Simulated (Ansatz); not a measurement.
C4H9AlClF (SMILES C[C](C)(C)[Al]([F])[Cl]), singlet, at a GFN2-xTB geometry (such geometries of metal compounds can be far from the true shape), atoms displaced at random by about 0.03 Å a coordinate; B3LYP/STO-3G, gradient (Ansatz, a program for electronic structure).

Ansatz was given this input:
Ansatz 0.2 input:
```yaml
crystal:
  periodic: [false, false, false]
  atoms:
    - {symbol: Al, position_ang: [0.75360181, -0.02779505, 0.17969289]}
    - {symbol: Cl, position_ang: [2.02941636, 0.52201989, -1.21573805]}
    - {symbol: F, position_ang: [1.41943671, -0.49722159, 1.73865195]}
    - {symbol: C, position_ang: [-1.24709776, -0.05523912, 0.10724690]}
    - {symbol: C, position_ang: [-1.72610075, -1.20556024, -0.77182917]}
    - {symbol: C, position_ang: [-1.76375673, -0.25534792, 1.57078583]}
    - {symbol: C, position_ang: [-1.76786057, 1.23856502, -0.46540049]}
    - {symbol: H, position_ang: [-2.83544448, -1.22300105, -0.87182327]}
    - {symbol: H, position_ang: [-1.40153009, -2.24333613, -0.39244076]}
    - {symbol: H, position_ang: [-1.27401269, -1.11878712, -1.79976977]}
    - {symbol: H, position_ang: [-1.45752670, -1.21327110, 2.00287042]}
    - {symbol: H, position_ang: [-1.53970887, 0.51318821, 2.17982061]}
    - {symbol: H, position_ang: [-2.94710002, -0.33211525, 1.51346322]}
    - {symbol: H, position_ang: [-1.52855709, 2.07787468, 0.21535336]}
    - {symbol: H, position_ang: [-1.36928471, 1.42498269, -1.40984583]}
    - {symbol: H, position_ang: [-2.85722249, 1.23697974, -0.61637745]}
basis:
  gaussian:
    orbitals: STO-3G
hamiltonian:
  xc: b3lyp
output: {forces: true}
```

It wrote (shortened):

```
Functional definition: B3LYP
677 factors; integrals over basis functions are off by at most 5.8e-5 eV
mean field evaluation 1: about -25824.8790 eV, gradient 2.8e1 eV
mean field evaluation 2: about -25812.7028 eV, gradient 7.7e1 eV
mean field evaluation 4: about -25828.0800 eV, gradient 2.8e0 eV
mean field evaluation 8: about -25828.0371 eV, gradient 5.4e-2 eV
mean field -25828.03710183 eV, -949.1628566199 hartree, gradient 3.5e-5 eV, S^2 0.000000; 0 other end points of the search recorded, 0 dependent functions left out
the calculation of the forces begins
reference -25828.03732722 eV, -949.1628649027 hartree; 36, 36 occupied and 16, 16 virtual orbitals, 677 factors
Total energy: -25828.03732722 eV, -949.1628649027 hartree
Atom 0 at     0.753602    -0.027795     0.179693 Å, force    -1.781877    -1.997099     6.057000 eV/Å
Atom 1 at     2.029416     0.522020    -1.215738 Å, force     1.941139     0.860074    -2.279100 eV/Å
Atom 2 at     1.419437    -0.497222     1.738652 Å, force    -1.244809     1.028073    -3.505086 eV/Å
Atom 3 at    -1.247098    -0.055239     0.107247 Å, force     2.304462    -0.796293     1.223201 eV/Å
Atom 4 at    -1.726101    -1.205560    -0.771829 Å, force     0.461421    -2.616204    -1.183268 eV/Å
Atom 5 at    -1.763757    -0.255348     1.570786 Å, force    -4.652675    -3.895849    -3.489520 eV/Å
Atom 6 at    -1.767861     1.238565    -0.465400 Å, force    -1.531489     1.348265     1.921830 eV/Å
Atom 7 at    -2.835444    -1.223001    -0.871823 Å, force     0.406413     0.027827     0.007170 eV/Å
Atom 8 at    -1.401530    -2.243336    -0.392441 Å, force    -0.531691     1.575736    -0.327800 eV/Å
Atom 9 at    -1.274013    -1.118787    -1.799770 Å, force    -0.615858    -0.022680     0.634011 eV/Å
Atom 10 at    -1.457527    -1.213271     2.002870 Å, force     0.425688    -0.069773     0.126652 eV/Å
Atom 11 at    -1.539709     0.513188     2.179821 Å, force     1.254542     3.675775     3.011539 eV/Å
Atom 12 at    -2.947100    -0.332115     1.513463 Å, force     2.577381     0.331673     0.296854 eV/Å
Atom 13 at    -1.528557     2.077875     0.215353 Å, force    -0.085039     0.013306    -0.352021 eV/Å
Atom 14 at    -1.369285     1.424983    -1.409846 Å, force     1.288820     0.665518    -2.439662 eV/Å
Atom 15 at    -2.857222     1.236980    -0.616377 Å, force    -0.216429    -0.128349     0.298202 eV/Å
Dipole moment:    -0.303128    -0.090034     0.159691 e Å
```
